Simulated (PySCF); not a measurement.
C3H7FOSi.
Numbering: `[CH3:1][Si@@H:2]1[O:3][CH2:4][C@H:5]1[F:6]` (hydrogens: H7, H8, H9 on C1; H10 on Si2; H11, H12 on C4; H13 on C5)

The same species was optimised twice, with GFN2-xTB and with PBE0-D3(BJ)/def2-SVP (PySCF), and the same property calculations (PySCF, gas phase) were run on both structures.

| coordinate | GFN2-xTB | PBE0-D3(BJ)/def2-SVP | change |
| --- | --- | --- | --- |
| Si2–O3 (Å) | 1.661 | 1.698 | +0.037 |
| C1–Si2 (Å) | 1.887 | 1.861 | -0.026 |
| Si2–C5 (Å) | 1.931 | 1.911 | -0.020 |
| C4–C5 (Å) | 1.527 | 1.542 | +0.015 |
| C5–F6 (Å) | 1.380 | 1.374 | -0.006 |
| O3–C4 (Å) | 1.430 | 1.433 | +0.003 |
| Si2–O3–C4 (°) | 97.7 | 94.6 | -3.1 |
| O3–C4–C5 (°) | 100.0 | 102.1 | +2.1 |
| C1–Si2–C5 (°) | 119.1 | 121.1 | +2.0 |
| O3–Si2–C5 (°) | 77.8 | 79.6 | +1.8 |
| C4–C5–F6 (°) | 112.8 | 113.8 | +1.0 |
| C1–Si2–O3 (°) | 114.5 | 113.6 | -0.9 |
| Si2–C5–C4 (°) | 83.9 | 83.2 | -0.7 |
| Si2–C5–F6 (°) | 117.6 | 118.3 | +0.7 |

Rotational constants: A = 4720, B = 2201, C = 1742 MHz (GFN2-xTB) against A = 4664, B = 2221, C = 1735 MHz (PBE0-D3(BJ)/def2-SVP). Point groups within 0.08 Å: C1 and C1.

On the GFN2-xTB structure: C1s of C1 (eV) 290.53 [delta-SCF UKS SCAN, pcX-2 on the ionised atom, pcseg-1 elsewhere, spin-free X2C]; Si1s of Si2 (eV) 1847.08 [delta-SCF UKS SCAN, pcX-2 on the ionised atom, pcseg-1 elsewhere, spin-free X2C]; Si2p of Si2 (eV) 107.44 [delta-SCF UKS SCAN, pcX-2 on the ionised atom, pcseg-1 elsewhere, spin-free X2C]; O1s of O3 (eV) 537.66 [delta-SCF UKS SCAN, pcX-2 on the ionised atom, pcseg-1 elsewhere, spin-free X2C]; C1s of C4 (eV) 292.27 [delta-SCF UKS SCAN, pcX-2 on the ionised atom, pcseg-1 elsewhere, spin-free X2C]; C1s of C5 (eV) 292.21 [delta-SCF UKS SCAN, pcX-2 on the ionised atom, pcseg-1 elsewhere, spin-free X2C]; F1s of F6 (eV) 692.14 [delta-SCF UKS SCAN, pcX-2 on the ionised atom, pcseg-1 elsewhere, spin-free X2C].

What do these properties become on the PBE0-D3(BJ)/def2-SVP structure?

```
        property                                                                            level  on GFN2-xTB  on PBE0-D3(BJ)/def2-SVP  change
  C1s of C1 (eV)  delta-SCF UKS SCAN, pcX-2 on the ionised atom, pcseg-1 elsewhere, spin-free X2C       290.53                   290.61   +0.08
Si1s of Si2 (eV)  delta-SCF UKS SCAN, pcX-2 on the ionised atom, pcseg-1 elsewhere, spin-free X2C      1847.08                  1847.13   +0.05
Si2p of Si2 (eV)  delta-SCF UKS SCAN, pcX-2 on the ionised atom, pcseg-1 elsewhere, spin-free X2C       107.44                   107.47   +0.03
  O1s of O3 (eV)  delta-SCF UKS SCAN, pcX-2 on the ionised atom, pcseg-1 elsewhere, spin-free X2C       537.66                   537.69   +0.03
  C1s of C4 (eV)  delta-SCF UKS SCAN, pcX-2 on the ionised atom, pcseg-1 elsewhere, spin-free X2C       292.27                   292.33   +0.06
  C1s of C5 (eV)  delta-SCF UKS SCAN, pcX-2 on the ionised atom, pcseg-1 elsewhere, spin-free X2C       292.21                   292.36   +0.15
  F1s of F6 (eV)  delta-SCF UKS SCAN, pcX-2 on the ionised atom, pcseg-1 elsewhere, spin-free X2C       692.14                   692.35   +0.21
```

The heavy atoms differ by 0.026 Å rms after alignment. Among bonds between heavy atoms Si2–O3 changes most (+0.037 Å). Changes are differences of the printed values. Neither structure is proved a minimum here.
